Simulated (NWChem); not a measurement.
MgSi$_{2}$H$_{6}$; SMILES [Mg]([SiH3])[SiH3]

All runs: NWChem. Pople sets run with spherical d functions. Medium grid unless said otherwise, to which SCAN and Minnesota functionals are sensitive. All runs use the structure optimised with PBE-D3(BJ)/def2-SVP. Total energies of different functionals are on different scales.

| level | energy (Ha) | highest occupied level (eV) | orbital gap (eV) |
|---|---|---|---|
| B3LYP/6-31G* | -782.6594 | -6.31 | 4.88 |
| PBE/6-31G* | -782.1497 | -5.57 | 3.68 |
| MN15-L/6-31G* | -782.3833 | -5.92 | 3.89 |
| HCTH/407/6-31G* | -782.6828 | -5.67 | 3.72 |
| Hartree-Fock/6-31G* | -780.8927 | ___ | ___ |
| RPBE/6-31G* | -782.5271 | -5.55 | 3.71 |
| B97-D/6-31G* | -782.5627 | -5.51 | 3.69 |

### Question
Some entries are withheld; supply them.

### Answer

- Hartree-Fock/6-31G*, highest occupied level (eV): -8.67
- Hartree-Fock/6-31G*, orbital gap (eV): 9.53
